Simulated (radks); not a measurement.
Fractional charge and spin in the 1s shell of boron: the spin-up occupation runs from 0 to 1 and the spin-down occupation from 0 to 1; the fullest corner is B3+, 1s(up 1, down 1). All-electron calculation, non-relativistic Kohn-Sham, LDA (Slater exchange, Perdew-Wang correlation), spin-polarised, spherical densities, point nucleus. Program: a radial shooting solver on a logarithmic mesh with Libxc functionals. Energy (eV) minus the two flat planes that join the four corners (they meet along the diagonal where the two added fractions sum to one electron); zero is where a piecewise linear energy would lie.

| down \ up | 0 | 0.25 | 0.5 | 0.75 | 1 |
|---|---|---|---|---|---|
| 0 | 0.000 | -4.582 | -6.834 | -5.421 | 0.000 |
| 0.25 | -4.582 | -4.289 | -1.476 | 4.953 | -4.405 |
| 0.5 | -6.834 | -1.476 | 6.405 | -1.888 | -6.365 |
| 0.75 | -5.421 | 4.953 | -1.888 | -5.289 | -4.981 |
| 1 | 0.000 | -4.405 | -6.365 | -4.981 | 0.000 |

Corners above the fullest one (they belong to B4+ and the next ion): (up 1, down 0) 256.40 eV, (up 0, down 1) 256.40 eV, (up 0, down 0) 591.64 eV. With half an added electron in each spin the energy lies 6.405 eV from the planes (fractional-spin error, the static-correlation error of a stretched bond), and with half an added electron in spin up alone -6.834 eV (fractional-charge error). For a frontier s shell over closed shells the exact functional lies on the planes.
